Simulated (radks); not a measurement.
Task: The holmium ion Ho+, configuration [Xe] 4f11 6s1. Method: Dirac Kohn-Sham, LDA (Slater exchange, Perdew-Wang correlation), spin-unpolarised, spherical densities, point nucleus; open shells fill j = l - 1/2 first; computed with a radial shooting solver on a logarithmic mesh with Libxc functionals. Some entries of the table are withheld. Estimate them.

orbital,occ.,eigenvalue (eV),<r> (bohr),<1/r> (bohr^-1)
1s1/2,2,-55392.90,0.02075,76.02
2s1/2,2,-9266.620,0.08758,18.24
2p1/2,2,-8822.858,0.07293,(1)
2p3/2,4,-7966.859,0.08009,(2)
3s1/2,2,-2073.937,0.2297,6.668
3p1/2,2,-1879.447,0.2193,6.587
3p3/2,4,-1700.725,0.2328,5.988
3d3/2,4,-1366.229,0.2054,5.875
3d5/2,6,-1327.144,0.2096,5.728
4s1/2,2,-414.2422,0.5191,2.793
4p1/2,2,-337.0607,0.5287,2.685
4p3/2,4,-296.7914,0.5601,2.477
4d3/2,4,(3),0.5905,2.256
4d5/2,6,(4),0.6017,2.204
5s1/2,2,-57.0672,1.277,1.046
5p1/2,2,-36.2243,1.443,0.9153
5p3/2,4,-31.1523,1.554,0.8403
4f5/2,6,(5),0.8402,1.614
4f7/2,5,(6),0.8612,1.586
6s1/2,1,-9.2180,3.628,0.3468

Result: 
(1) 2p1/2 <1/r> (bohr^-1): 18.22
(2) 2p3/2 <1/r> (bohr^-1): 15.88
(3) 4d3/2 eigenvalue (eV): -169.5411
(4) 4d5/2 eigenvalue (eV): -162.2373
(5) 4f5/2 eigenvalue (eV): -10.4005
(6) 4f7/2 eigenvalue (eV): -9.4219
